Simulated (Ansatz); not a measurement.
Cartesian coordinates in Å:
```
O -2.088 1.804 0.488
C -1.228 1.043 0.293
N -0.365 0.238 0.108
Si 1.097 -0.492 -0.383
H 0.783 -1.593 -1.330
H 1.802 -0.999 0.824
```

Charge 0, multiplicity 2.

(1) List the CAM-B3LYP/def2-TZVPP orbital energies in eV (Ansatz 0.2.0). (Best estimate.)

Answers

(1) Computed: α occupied: -1802.12, -523.95, -392.29, -282.95, -146.60, -102.02, -101.92, -101.86, -32.69, -28.10, -19.40, -16.07, -15.14, -15.06, -14.46, -12.25, -11.15, -10.19, -7.59. α empty: 1.00, 1.70, 2.07, 2.49, 2.98, 3.12, 4.65, 5.10. β occupied: -1802.02, -523.91, -392.27, -282.94, -146.48, -101.86, -101.79, -101.74, -32.64, -28.01, -19.14, -16.00, -15.04, -14.94, -14.07, -12.05, -10.73, -10.11. β empty: -1.91, 1.18, 1.93, 2.38, 2.63, 3.17, 3.21, 4.94. ⟨S²⟩ = 0.753.
